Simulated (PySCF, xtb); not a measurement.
CH11NOSi3, SMILES O([SiH2]N)[Si@@H](C)[SiH3].

GFN2-xTB run with xtb at its own geometry gives an orbital gap of 4.37 eV and a dipole moment of 1.10 D.

Coordinates come from a B3LYP-D3(BJ)/def2-SVP optimisation. The structure was generated by enumeration; whether it is a known compound was not checked. One conformer was computed; it need not be the lowest.

Question: What does ωB97X/def2-TZVP in PySCF give? (The exact figures need the calculation; the answer reports its results.)

Answer: gap 12.14 eV (levels -9.94 and 2.20 eV), dipole 0.97 D.
